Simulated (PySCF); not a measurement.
# Dipole moment and polarisability of `C=C(C)[Si@H](N)O[SiH3]`

Compound: C₃H₁₁NOSi₂.
Numbering: `[CH2:1]=[C:2]([CH3:3])[Si@H:4]([NH2:5])[O:6][SiH3:7]` (hydrogens: H8, H9 on C1; H10, H11, H12 on C3; H13 on Si4; H14, H15 on N5; H16, H17, H18 on Si7)

Cartesian coordinates in Å at the GFN2-xTB level; atoms count from 1:
```
atom  x, y, z in Å
C1    -0.5637   -1.8578   -0.0661
C2    -1.0500   -0.6250   -0.0850
C3    -2.5121   -0.3721   -0.3030
Si4    0.0398    0.8875    0.2013
N5    -0.2446    1.9889   -1.0949
O6     1.6178    0.5169    0.1556
Si7    2.9577   -0.1985   -0.3905
H8     0.4860   -2.0445    0.0900
H9    -1.1863   -2.7299   -0.2086
H10   -2.6586    0.1766   -1.2325
H11   -2.9127    0.2369    0.5063
H12   -3.0747   -1.3023   -0.3571
H13   -0.1185    1.4195    1.5620
H14    0.4103    2.7433   -1.2269
H15   -1.1822    2.3140   -1.2614
H16    2.6719   -0.9541   -1.6096
H17    3.9065    0.8847   -0.6467
H18    3.4045   -1.0778    0.6905
```

Level: B3LYP/def2-SVPD (PySCF), static field, nuclei fixed, core orbitals frozen in the response. The polarisability tensor in these axes (au):

```
x   106.70  -1.93   1.06
y    -1.93 104.77  -1.27
z     1.06  -1.27  82.52
```

Problem. Give the principal values, the mean and the anisotropy Δα = √{½[(α1 − α2)² + (α2 − α3)² + (α1 − α3)²]}.

Solution. Principal values 82.41, 103.59 and 107.99 au; mean 97.99 au = 14.52 Å³ = 16.16 × 10⁻⁴⁰ C²·m²/J; Δα = 23.69 au (24 % of the mean).

Problem. What is the dipole moment, and where does it point?

Solution. (-1.05, 0.73, -0.49) D, 1.37 D in size, pointing from the negative to the positive side. Measured along this direction, the outermost atoms are H18 at the negative end and H15 and H10 at the positive end.

Problem. Form Σ f/ω² (atomic units) for the 8 lowest TDDFT singlets, given as eV and f, and set it beside the mean polarisability, which is this sum over all singlets: 5.89, 0.0020; 6.41, 0.0228; 6.56, 0.0334; 6.63, 0.0112; 6.75, 0.0033; 6.81, 0.0104; 6.99, 0.2032; 7.22, 0.0203.

Solution. They add up to 4.80 au, 4.9 % of the 97.99 au; the largest single term is 3.08 au, from the state at 6.99 eV. Terms in order: 0.04, 0.41, 0.57, 0.19, 0.05, 0.17, 3.08, 0.29 au. Higher excitations give the rest. The strengths listed sum to 0.307.

Problem. Refractivity n − 1 of an ideal gas of it at 500 K and 1 atm, from the electronic α?

Solution. N = p/kT = 1.4678 × 10¹⁹ cm⁻³, so n − 1 = 2π × N × 14.52 × 10⁻²⁴ cm³ = 1339 × 10⁻⁶ at long wavelengths.

Problem. Traceless (Buckingham) quadrupole moment about the centre of nuclear charge: eigenvalues?

Solution. -8.31, 1.97, 6.34 D·Å. The values depend on the origin, since the dipole doesn't vanish. The electronic extent ⟨r²⟩ about the same centre is 1401 bohr², a root-mean-square distance of 2.33 Å for the 72 electrons.

Problem. Directions of the eigenvectors, and the extent of the frame along each?

Solution. Largest value along (0.84, -0.53, 0.06), where the nuclei span 6.05 Å; middle along (0.53, 0.85, -0.02), 5.78 Å; least along (-0.04, 0.05, 1.00), 3.40 Å. The response follows the extents in order.

Problem. Find the Langevin capture rate constant for O2+ (31.990 u) meeting this molecule (133.038 u), k = 2.342 × 10⁻⁹ cm³/s × √(α in Å³ / reduced mass in u).

Solution. The reduced mass is 25.79 u, so k = 1.76 × 10⁻⁹ cm³/s. The formula leaves out the permanent dipole, which adds to the capture rate.

Geometry: GFN2-xTB, one conformer, isolated molecule.
